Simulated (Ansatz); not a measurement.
CH7NOSi (`NCO[SiH3]`), charge 0, multiplicity 1.

Task: Give a relaxed structure at PBE0-D4/def2-TZVP (Ansatz). (Estimate.)

Result: Ansatz gave: 
```xyz
11

N     1.9712   -0.6408   -0.4738
C     0.5559   -0.5769   -0.4715
O     0.0528    0.4482    0.3863
Si   -1.5496    0.7525    0.5845
H     2.3303   -0.8358    0.4516
H     2.3763    0.2294   -0.7934
H     0.1586   -1.5440   -0.1423
H     0.2085   -0.3886   -1.4939
H    -2.1902    1.1206   -0.7100
H    -1.6531    1.8781    1.5415
H    -2.2607   -0.4426    1.1211
```
Point group Cs.
This is one stationary point; other conformers may exist.
